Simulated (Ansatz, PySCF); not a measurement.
Gas-phase reaction in SMILES: [SiH3]c1nccs1 + 4 C (CH4) + N (NH3) + S (H2S) → C=C (C2H4) [ethene] + C=N (CH3N) + CN (CH5N) [methanamine] + 2 CS (CH4S) [methanethiol] + C[SiH3]
Structures are relaxed separately at B3LYP-D3(BJ)/def2-TZVP in Ansatz (a program for electronic structure). Frequencies are from Ansatz or PySCF. Unstable Hartree-Fock reference: [SiH3]c1nccs1.
Geometry of the first species:
SMILES: [SiH3]c1nccs1
```xyz
11

Si     2.2045     0.2241     0.0526
C      0.3326     0.2107     0.0713
N     -0.3969     1.2311     0.4463
C     -1.7327     0.9607     0.3661
C     -2.0526    -0.2900    -0.0782
S     -0.6224    -1.1685    -0.4110
H      2.7185     0.4670     1.4174
H      2.6899     1.2827    -0.8583
H      2.6598    -1.1001    -0.4278
H     -2.4477     1.7200     0.6473
H     -3.0307    -0.7183    -0.2194
```

Wanted: bond separation energy (enthalpy at 298 K, with B3LYP-D3(BJ) rigid-rotor harmonic-oscillator terms), in kcal/mol. Cores are frozen in the correlated levels unless marked. No spin-orbit coupling. Non-relativistic. CBS marks a two-point X^-3 extrapolation of the correlation energy; Hartree-Fock from the larger set. The bracket is a focal-point correction in the basis named.

| level | program | bond separation energy (kcal/mol) |
|---|---|---|
| revPBE-D4/def2-TZVPD | Ansatz + dftd4 | 59.0 |
| PBE0/def2-SVP | Ansatz | 53.2 |
| PBE0/def2-TZVPD | Ansatz | 53.8 |
| MP2/aug-cc-pV(T+d)Z | Ansatz | 62.9 |
| CCSD/aug-cc-pV(T+d)Z | Ansatz | 47.9 |
| CCSD(T)/aug-cc-pV(T+d)Z | Ansatz | 52.4 |
| RI-MP2/CBS(cc-pV(T+d)Z,cc-pV(Q+d)Z)+[CCSD(T)-MP2]/cc-pV(T+d)Z | Ansatz | 53.5 |
